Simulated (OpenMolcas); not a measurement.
W3+ (d3) among equal point charges was computed by CASSCF with the d shell active (OpenMolcas, ANO-RCC-VTZP on the metal). Its lowest spin-free states, and all those of the highest spin:

```tsv
2S+1	Degeneracy	E (cm-1)
4	3	0.0
4	3	1227
4	1	2697
4	3	12444
2	2	12478
2	3	12946
2	3	13176
2	1	13674
2	3	16518
2	3	17015
2	3	17100
2	2	17428
```

**Question.** Is the site octahedral, tetrahedral or cube-like, axial, or of lower symmetry?

**Answer.** The states with 2S+1 = 4 have orbital degeneracies 3, 3, 1, 3. Threefold states need a cubic site. For d3 at this spin an octahedron puts the single A2 below the threefold T2 and a tetrahedron or cube puts the threefold T1 below the threefold T2, so the site is a tetrahedron or a cube, which this pattern cannot tell apart. The run had W3+ among 4 point charges of -1 e arranged as a tetrahedron (Td), 2.39 Å from the ion.

Spin-orbit coupling mixes the spin-free states strongly: the lowest level takes only 53 % from its leading state, 4T1. Without dynamic correlation the repulsion within the d shell is too large (B by tens of per cent), so at a given field states of lower spin stand too high. Point charges give a weaker field than real ligands, and real ions of this kind are as a rule low spin; the high spin found here belongs to the model. The ground term spreads over less than 5000 cm-1, several times less than with real ligands, so orbital moments are less quenched and χT lies further from the spin-only value than at real sites. This is an electrostatic model: the charges have no orbitals. No measured value stands beside these numbers.
